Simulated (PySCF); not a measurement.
Sb(Br)(SiH3)2 (BrH6SbSi2), SMILES [SiH3][Sb]([SiH3])[Br]. Atoms are numbered in the order given.

```xyz
10

Sb    -0.4389    -0.7999     0.0000
Br     1.9007     0.3048     0.0000
Si    -1.2696     0.8340    -1.8539
H     -0.9691     2.2420    -1.4752
H     -2.7440     0.6599    -2.0231
H     -0.5835     0.4864    -3.1298
Si    -1.2696     0.8340     1.8539
H     -0.9691     2.2420     1.4752
H     -0.5835     0.4864     3.1298
H     -2.7440     0.6599     2.0231
```
Charge 0, spin multiplicity 1.

Geometry optimised at B3LYP-D3(BJ)/def2-SVP. The def2 effective core potentials stand for the cores of Sb; spin–orbit coupling is left out.

These are PBE/def2-TZVP in PySCF values and carry that method's errors.

The molecule is in vacuum.

| Property | Result |
|---|---|
| total energy | -3396.36455 hartree |
| point group | Cs |
| highest occupied level | -6.14 eV |
| lowest empty level | -3.02 eV |
| orbital gap | 3.12 eV |
| dipole moment | 2.22 D |
| quadrupole, principal values (traceless, Buckingham form, about the centre of nuclear charge) | -2.34, 1.07, 1.27 D·Å |
| mean static polarisability | 129.1 bohr³ (19.13 Å³) |
| polarisability, principal values | 111.4, 135.9, 140.0 bohr³ |
